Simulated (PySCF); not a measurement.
C⁺ (carbon, charge +1) across methods

[He] 2s2 2p1, 2P determinant. All numbers are calculated (PySCF 2.14, the non-relativistic Hamiltonian (point nucleus), in aug-cc-pwCVTZ (7s6p4d2f, 59 functions)).

| method | E (hartree) | mean ε 2s α (eV) | mean ε 2s β (eV) | mean ε 2p α (eV) | Σ⟨r²⟩ (bohr²) | ⟨S²⟩ |
| --- | --- | --- | --- | --- | --- | --- |
| PW91 | -37.4033 | -26.240 | -24.756 | -18.050 | 8.074 | 0.752 |
| r2SCAN | -37.4043 | -26.648 | -24.897 | -18.627 | 8.036 | 0.755 |
| LDA | -37.0389 | -26.111 | -24.599 | -17.798 | 8.142 | 0.751 |
| PBE | -37.3726 | -26.171 | -24.709 | -17.948 | 8.077 | 0.752 |
| PBE0 | -37.3824 | -28.146 | -26.242 | -19.786 | 8.046 | 0.753 |
| wB97M-V | -37.4313 | -30.523 | -28.845 | -21.856 | 8.129 | 0.751 |
| M06-2X | -37.4277 | -29.822 | -27.742 | -21.130 | 8.040 | 0.751 |
| PBEsol | -37.2023 | -26.070 | -24.564 | -17.773 | 8.109 | 0.752 |
| UHF | -37.29513 | -33.309 | -29.593 | -24.862 | 8.067 | 0.757 |
